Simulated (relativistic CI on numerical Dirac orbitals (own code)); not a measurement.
## Ba XLIX: computed level list

These numbers are calculated, not measured: Dirac-Coulomb-Breit CI, orbitals from a KLI potential per configuration, QED by a radiative potential, unscaled Slater integrals (own radial code, finite nucleus).

CI space (outside the closed core 1s2): 2s2 2p4, 2s 2p5, 2p6, 2p5 3s, 2p5 3p, 2p5 3d, 2s2 2p3 3s, 2s2 2p3 3p, 2s2 2p3 3d, 2s 2p4 3s, 2s 2p4 3p, 2s 2p4 3d, 2s2 2p3 4s, 2s2 2p3 4p, 2s2 2p3 4d, 2s2 2p3 4f. Levels of other configurations are missing.

The lowest level is 2s2 2p4 3P_2, with 70 % of that term; Hund's rules for 2s2 2p4 give 3P with J = 2, in agreement.

| No. | Configuration | Term | J | E (eV) | % | jj configuration (%) |
| --- | --- | --- | --- | --- | --- | --- |
| 1 | 2s2 2p4 | 3P | 2 | 0.00 | 70 | 2p3/2^2 (100) |
| 2 | 2s2 2p4 | 1S | 0 | 40.20 | 62 | 2p3/2^2 (100) |
| 3 | 2s2 2p4 | 3P | 1 | 393.73 | 100 | 2p1/2 2p3/2^3 (100) |
| 4 | 2s2 2p4 | 1D | 2 | 410.93 | 70 | 2p1/2 2p3/2^3 (100) |
| 5 | 2s 2p5 | 3P° | 2 | 667.60 | 100 | 2s 2p3/2^3 (100) |
| 6 | 2s 2p5 | 1P° | 1 | 724.37 | 56 | 2s 2p3/2^3 (99) |
| 7 | 2s2 2p4 | 3P | 0 | 819.28 | 62 | 2p3/2^4 (99) |
| 8 | 2s 2p5 | 3P° | 0 | 1069.66 | 100 | 2s 2p1/2 2p3/2^4 (100) |
| 9 | 2s 2p5 | 3P° | 1 | 1102.53 | 56 | 2s 2p1/2 2p3/2^4 (99) |
| 10 | 2p6 | 1S | 0 | 1425.48 | 99 | closed (99) |
| 11 | 2p3(2P°) 3s | 3P° | 2 | 4817.05 | 47 | 2p3/2 3s (99) |
| 12 | 2p3(2P°) 3s | 1P° | 1 | 4823.94 | 31 | 2p3/2 3s (100) |
| 13 | 2p3(2P°) 3p | 3P | 1 | 4897.42 | 31 | 2p3/2 3p1/2 (99) |
| 14 | 2p3(2P°) 3p | 3D | 2 | 4899.29 | 25 | 2p3/2 3p1/2 (99) |
| 15 | 2p3(2P°) 3p | 3D | 3 | 5009.99 | 48 | 2p3/2 3p3/2 (99) |
| 16 | 2p3(4S°) 3p | 3P | 1 | 5010.18 | 36 | 2p3/2 3p3/2 (99) |
| 17 | 2p3(2P°) 3p | 3P | 2 | 5030.21 | 42 | 2p3/2 3p3/2 (99) |
| 18 | 2p3(4S°) 3p | 3P | 0 | 5048.36 | 73 | 2p3/2 3p3/2 (99) |
| 19 | 2p3(2P°) 3d | 3D° | 2 | 5096.70 | 33 | 2p3/2 3d3/2 (98) |
| 20 | 2p3(2P°) 3d | 3F° | 3 | 5102.53 | 27 | 2p3/2 3d3/2 (95) |
| 21 | 2p3(2P°) 3d | 3D° | 1 | 5105.04 | 32 | 2p3/2 3d3/2 (99) |
| 22 | 2p3(2P°) 3d | 3P° | 0 | 5106.25 | 61 | 2p3/2 3d3/2 (99) |
| 23 | 2p3(2P°) 3d | 3F° | 4 | 5128.11 | 49 | 2p3/2 3d5/2 (99) |
| 24 | 2p3(4S°) 3d | 3D° | 2 | 5136.42 | 34 | 2p3/2 3d5/2 (97) |
| 25 | 2p3(2P°) 3d | 3D° | 3 | 5149.11 | 45 | 2p3/2 3d5/2 (94) |
| 26 | 2p3(4S°) 3d | 3D° | 1 | 5156.54 | 37 | 2p3/2 3d5/2 (98) |
| 27 | 2p3(4S°) 3s | 5S° | 2 | 5196.52 | 53 | 2p1/2 2p3/2^2 3s (99) |
| 28 | 2p3(4S°) 3s | 3S° | 1 | 5205.09 | 55 | 2p1/2 2p3/2^2 3s (99) |
| 29 | 2p3(2D°) 3s | 3D° | 3 | 5218.75 | 99 | 2p1/2 2p3/2^2 3s (99) |
| 30 | 2p3(2D°) 3s | 1D° | 2 | 5224.35 | 66 | 2p1/2 2p3/2^2 3s (100) |

Energies count from the lowest computed level; ° marks odd parity. Percentages are summed over parent terms; the parents shown are those of the largest component, closed shells are left out there. Filled j subshells are mostly left out of the jj labels.

The mean weight of the leading LS term, summed over parents, in these 30 levels is 57 %, and that of the leading jj configuration (from the same eigenvectors) 99 %, so jj coupling describes them better and the LS labels are nominal.

At this charge energies of transitions that change n are usually good to better than 1 %, and those within a shell (Δn = 0) to a few per cent.

LS names give the leading component of a level, which can be under half, so a name can repeat, a term be missing and a line seem to break the LS rules.
